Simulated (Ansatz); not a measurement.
Z-matrix (Å, degrees):
```
Si
Cl 1 2.072
O 1 1.620 2 106.3
N 1 1.692 2 114.5 3 -119.7
H 1 1.474 2 105.7 3 120.2
Si 3 1.643 1 142.5 2 16.8
H 4 1.008 1 120.8 2 71.0
H 4 1.007 1 120.0 2 -76.1
H 6 1.482 3 107.3 1 169.2
H 6 1.484 3 110.5 1 49.6
H 6 1.484 3 110.1 1 -71.6
```

Charge 0, multiplicity 1.

Q: List the PBE/def2-TZVPP orbital energies in eV (Ansatz 0.2.0). (Best estimate.)

A: Computed: Occupied: -2738.63, -1781.00, -1780.18, -510.53, -380.36, -249.22, -189.90, -189.76, -189.76, -138.54, -137.85, -95.32, -95.27, -95.23, -94.63, -94.55, -94.55, -25.07, -21.52, -20.18, -14.67, -12.75, -12.40, -10.98, -10.54, -10.12, -9.36, -8.86, -7.99, -7.78, -7.58, -7.45, -6.56. Lowest empty: -0.70, -0.07, 0.61, 0.73, 0.81, 1.06, 1.29, 1.53.
